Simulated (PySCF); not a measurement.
CH7NOSi3, SMILES [SiH2]1[Si@H](N=C1[SiH3])O. Atoms are numbered in the order given.

```xyz
13

O      2.8644     0.4398     0.6011
Si     1.5052    -0.5115     0.4555
N     -0.0387     0.1915     1.0919
C     -0.8399     0.1158     0.0651
Si    -2.6901     0.5385     0.2224
Si     0.2225    -0.3980    -1.4881
H      3.4025     0.3231     1.3972
H      1.7320    -1.8229     1.1285
H     -3.4767    -0.6723    -0.1503
H     -3.0351     0.9682     1.6016
H     -3.0222     1.6156    -0.7533
H     -0.2030    -1.5455    -2.3454
H      0.4705     0.7740    -2.3769
```

Geometry optimised at TPSSh-D3(BJ)/def2-SVP. The structure was generated by enumeration; whether it is a known compound was not checked. The values are those of a single conformer.

These are PBE/def2-TZVP in PySCF values and carry that method's errors.

| Item | Result |
|---|---|
| total energy | -1040.22663 hartree |
| highest occupied level | -5.26 eV |
| lowest empty level | -2.63 eV |
| orbital gap | 2.63 eV |
| dipole moment | 1.24 D |
| quadrupole, principal values (traceless, Buckingham form, about the centre of nuclear charge) | -7.13, -3.51, 10.64 D·Å |
| mean static polarisability | 107.7 bohr³ (15.95 Å³) |
| polarisability, principal values | 82.5, 107.6, 132.9 bohr³ |
